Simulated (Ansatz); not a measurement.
Cartesian coordinates (Å):
```xyz
4

Bi     0.0016    -0.0054     0.7692
H     -1.2326    -0.7868    -0.2593
H     -0.0675     1.4631    -0.2460
H      1.2985    -0.6709    -0.2638
```
Charge 0, spin multiplicity 1.

The numbers are results of Ansatz (an electronic-structure program) with frozen-core CCSD(T)/def2-TZVPP // PBE0-D3(BJ)/def2-TZVP, not measurements.

```json
{
 "HF energy": "-215.26388 Ha",
 "MP2 correlation energy": "-0.45782 Ha"
}
```

Problem. Estimate the CCSD correlation energy, the (T) correction, the total energy and the T1 diagnostic.

Solution. 
- CCSD correlation energy = -0.44836 Ha
- (T) correction = -0.01054 Ha
- CCSD(T) total energy = -215.72278 Ha
- T1 diagnostic = 0.014
